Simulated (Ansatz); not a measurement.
A nudged elastic band was laid between two geometries of C₂H₉BSSi (14 atoms, charge 0, multiplicity 1).

The calculation used RKS PBE-D4/def2-SVP (Ansatz 0.2.0).

```yaml
movable_images: 5
climbing_image: yes
spring: 5.0 eV/Å²
optimiser: quadratic models (default)
start_path: through a guess of the saddle point
force_threshold: 0.05 eV/Å
iteration_limit: 60
end_points: relaxed
```

Image 0:

```xyz
14
Properties=species:S:1:pos:R:3
B -0.577 1.575 -0.040
C -0.373 0.153 0.510
C 0.579 -0.108 1.683
Si 0.368 -0.440 -1.192
S -1.064 -1.478 -2.427
H -1.503 1.812 -0.797
H 0.240 2.453 0.185
H -1.309 -0.444 0.556
H 1.515 0.478 1.583
H 0.106 0.206 2.637
H 0.860 -1.176 1.789
H 1.575 -1.278 -0.869
H 0.818 0.710 -2.054
H -1.248 -2.492 -1.535
```

Image 6:

```xyz
14
Properties=species:S:1:pos:R:3
B -0.466 1.608 -0.107
C -0.359 0.200 0.502
C 0.575 -0.075 1.686
Si 0.335 -0.517 -1.172
S -1.172 -1.497 -2.366
H -1.374 1.878 -0.875
H 0.410 2.435 0.085
H -1.335 -0.329 0.574
H 0.125 0.306 2.626
H 0.787 -1.154 1.836
H 1.548 0.444 1.564
H 1.475 -1.431 -0.811
H 0.869 0.559 -2.080
H -1.430 -2.457 -1.433
```

**Question.** What changes between the two ends?

**Answer.** No bond is made or broken. The dihedral Si4–C2–C3–H11 goes from -58 to 64°. The two ends are copies of one structure, up to a mirror image or an exchange of like atoms.

**Question.** What energy profile does the band end with?

**Answer.** The forces met the threshold. The highest image is number 3 of 0 to 6, 9.8 kJ/mol above the ends, which have the same energy within 2 meV. A vibrational analysis at the climbing image gives one clearly imaginary mode, 181i cm⁻¹, and a faint second one (32i cm⁻¹) that may be numerical noise or a soft torsion: probably a first-order saddle point.

| image | path coordinate (Å) | energy (kJ/mol) | dihedral Si4–C2–C3–H11 (°) |
| --- | --- | --- | --- |
| 0 | 0.00 | 0.0 | -58 |
| 1 | 0.99 | 1.3 | -52 |
| 2 | 1.98 | 5.1 | -29 |
| 3 | 2.98 | 9.8 | 6 |
| 4 | 3.90 | 5.5 | 38 |
| 5 | 4.83 | 1.3 | 60 |
| 6 | 5.76 | 0.0 | 64 |

**Question.** What is the geometry of the highest image?

**Answer.** 
```xyz
14
Properties=species:S:1:pos:R:3
B -0.749 1.524 -0.063
C -0.319 0.157 0.504
C 0.742 0.088 1.627
Si 0.415 -0.693 -1.070
S -1.000 -1.144 -2.640
H -1.754 1.631 -0.742
H -0.045 2.506 0.108
H -1.195 -0.506 0.689
H 0.948 1.092 2.047
H 0.400 -0.562 2.457
H 1.722 -0.324 1.298
H 1.088 -1.945 -0.569
H 1.446 0.175 -1.734
H -1.712 -2.027 -1.883
```

The run took 2.1 min on 2 threads of Intel(R) Xeon(R) Platinum 8375C CPU @ 2.90GHz (Ice Lake), with other jobs on the host, peak memory 0.19 GiB.
